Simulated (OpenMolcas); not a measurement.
# F⁺: effect of the basis set

* Program: OpenMolcas
* Method: SS-RASPT2, IPEA 0.25 Eh, imaginary shift 0.1 Eh (closed shells correlated: 1s)
* Active space: 6 electrons in 9 orbitals (RAS2 2s 2p; RAS3 3d, at most 2 electrons)
* State averaging: 2S+1 = 3 even, 3 roots; 2S+1 = 1 even, 6 roots; 2S+1 = 3 odd, 3 roots; 2S+1 = 1 odd, 3 roots
* Spin-orbit coupling: RASSI with atomic mean-field integrals over the reference wave functions, term energies averaged over their components

A. ANO-RCC-VTZP [4s3p2d1f], DKH2, point nucleus; CASPT2 step roughly 6 core-seconds
B. ANO-R2 [4s4p2d1f], X2C, finite nucleus; CASPT2 step roughly 8 core-seconds
C. ANO-RCC-VQZP [5s4p3d2f1g], DKH2, point nucleus; CASPT2 step of the order of 13 core-seconds
D. ANO-RCC [8s7p4d3f2g], DKH2, point nucleus; CASPT2 step roughly 18 core-seconds

Energies in cm-1 above 2s2 2p4 3P2, the measured ground level; measured values from NIST Handbook of Basic Atomic Spectroscopic Data.

```json
{"Level": "2s2 2p4 3P2", "A": "0.0", "B": "0.0", "C": "0.0", "D": "0.0", "Measured": "0.0"}
{"Level": "2s2 2p4 3P1", "A": "322", "B": "316", "C": "317", "D": "319", "Measured": "341"}
{"Level": "2s2 2p4 3P0", "A": "477", "B": "469", "C": "471", "D": "473", "Measured": "490"}
{"Level": "2s2 2p4 1D2", "A": "21130", "B": "21090", "C": "20880", "D": "20810", "Measured": "20873"}
{"Level": "2s2 2p4 1S0", "A": "45280", "B": "45150", "C": "44840", "D": "44710", "Measured": "44918"}
{"Level": "2s 2p5 3P* 2", "A": "165610", "B": "165450", "C": "165180", "D": "165310", "Measured": "164798"}
{"Level": "2s 2p5 3P* 1", "A": "165920", "B": "165760", "C": "165490", "D": "165620", "Measured": "165107"}
{"Level": "2s 2p5 3P* 0", "A": "166070", "B": "165910", "C": "165640", "D": "165770", "Measured": "165279"}
{"Level": "2s 2p5 1P* 1", "A": "238220", "B": "237990", "C": "237160", "D": "237020", "Measured": ""}
```

Deviations, from unrounded energies. A percentage is the sum of absolute deviations over the sum of measured energies, with the sign that they share, or ± where signs differ.

```csv
Against measurement,Levels,A,B,C,D
mean absolute deviation (cm-1),7,440,350,180,260
fine structure of the ground term (%),2,-3.9,-5.5,-5.2,-4.7
other terms of the ground configuration (%),2,+0.9,+0.7,±0.1,-0.4
other configurations (%),3,+0.5,+0.4,+0.2,+0.3
```

C lies closest to measurement on these levels and A furthest from it. The largest miss of C in the table is 2s 2p5 3P* 2, by +380 cm-1. The ranking rests on the paired levels alone, and a cruder setting can come out closer through cancelling errors.

Among A to D the level of the table that moves most is 2s 2p5 1P* 1, by 1200 cm-1 (lowest in D, highest in A). Moves below CASPT2's spread within the term are not significant.

Term energies are means over components that CASPT2 splits; among the terms shown or strongly mixed into the levels shown the widest spread is 19 cm-1 (2s2 2p4 1D, B). Active for correlation alone: 3d; no level in the range computed is led by a configuration that fills it, so any true level of that kind is missing. Computed and measured levels are paired by configuration, term and J; levels that our copy of the source lacks, or whose pairing is in doubt (as where it misses far off the trend of its configuration), stay unpaired and out of the deviations. Only configurations of the active space appear.

* marks odd parity.
